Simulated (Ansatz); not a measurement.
A structure relaxed at PBE0-D4/def2-TZVP, charge 0, multiplicity 1:

Cartesian coordinates in Å:
```
N -1.565 -1.100 -0.410
Sn -0.207 -0.095 0.688
C 1.570 0.532 -0.237
S 0.512 2.055 -0.059
H -1.594 -0.776 -1.369
H -2.503 -1.031 -0.035
H -0.430 -0.378 2.339
H 1.737 0.231 -1.267
H 2.482 0.561 0.350
```

(1) Give its formula and SMILES.

(2) Summarise the bond lengths by kind.

Answers

(1) CH5NSSn, `[NH2][SnH]1[CH2][S]1`.

(2) 1 × N–Sn 2.015 Å; 2 × H–N 1.012 to 1.013 Å; 1 × C–Sn 2.099 Å; 1 × S–Sn 2.387 Å; 1 × H–Sn 1.690 Å; 1 × C–S 1.863 Å; 2 × C–H 1.085 to 1.086 Å.

Computed with Ansatz.
